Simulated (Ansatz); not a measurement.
One arrangement of a pair

The pair of H₂ (SMILES [H][H], atoms 1–2) and BH₃O₃ (SMILES OB(O)O, atoms 3–9), both closed shells, in one local arrangement (a lower one may exist), relaxed at PBE0-D4/def2-TZVP:

```xyz
9
angstrom
H 0.8292 -0.0355 -2.6346
H 0.1109 0.1363 -2.7516
O 0.2449 1.2805 0.3734
B -0.1386 0.1089 0.9638
O -0.3634 0.1481 2.3047
O -0.3106 -1.0880 0.3062
H 0.3965 1.2256 -0.5698
H -0.6280 -0.7091 2.6439
H -0.1408 -1.0669 -0.6359
```

Ansatz 0.2.0; basis: def2-TZVPPD, with def2-QZVPPD for the basis limit; cores frozen in the correlated methods. B3LYP uses VWN-RPA correlation. Extrapolation: Hartree–Fock as exp(−7.88 √X), correlation as X^−2.97. Interaction energies count from these two fragments, frozen as in the pair, with the counterpoise correction; negative means bound.

Problem. What is the interaction energy by CCSD(T) at an estimated basis limit (MP2 extrapolated from triple and quadruple zeta, plus CCSD(T) − MP2 in triple zeta)? (Judge from chemistry; the value comes from the calculation.)

Solution. The calculation gives: -4.4 kJ/mol. Hartree–Fock alone gives -0.8 kJ/mol at the basis limit. It counts from the two fragments frozen as in the pair.

The same quantity by other methods in triple zeta, and each one's difference from that estimate:
| method | E_int (kJ/mol) | difference |
| --- | --- | --- |
| PBE-D4 | -5.4 | -1.0 |
| revPBE-D4 | -4.0 | 0.4 |
| BLYP-D4 | -3.4 | 1.0 |
| r2SCAN-D4 | -3.8 | 0.6 |
| B97M-V | -4.4 | 0.0 |
| PBE0-D4 | -5.0 | -0.6 |
| B3LYP-D4 | -4.0 | 0.4 |
| HSE06-D4 | -5.0 | -0.7 |
| wB97X-V | -4.6 | -0.2 |
| wB97M-V | -4.2 | 0.2 |
| B2PLYP | -2.6 | 1.7 |
| HF | -0.7 | 3.7 |
| MP2 | -3.5 | 0.9 |
| CCSD | -3.4 | 1.0 |
| CCSD(T) | -3.8 | 0.6 |
Differences are method less estimate.

Basis-set superposition shift (counterpoise-corrected less uncorrected): CCSD(T) 0.6; MP2 0.7; HF 0.1; PBE0-D4 0.1; wB97M-V 0.1 kJ/mol.

T1 diagnostic: at most 0.013.

For scale, one of the runs: CCSD(T)/def2-TZVPPD, 242 basis functions, launched by `ansatz run in.yaml --threads 4 --pin off --events-out ev --progress --plain --max-ram 9574MiB`. Hardware: 4 CPU threads of an Arm Neoverse V1, shared host. Wall time 85 s; peak host memory 5 GiB.
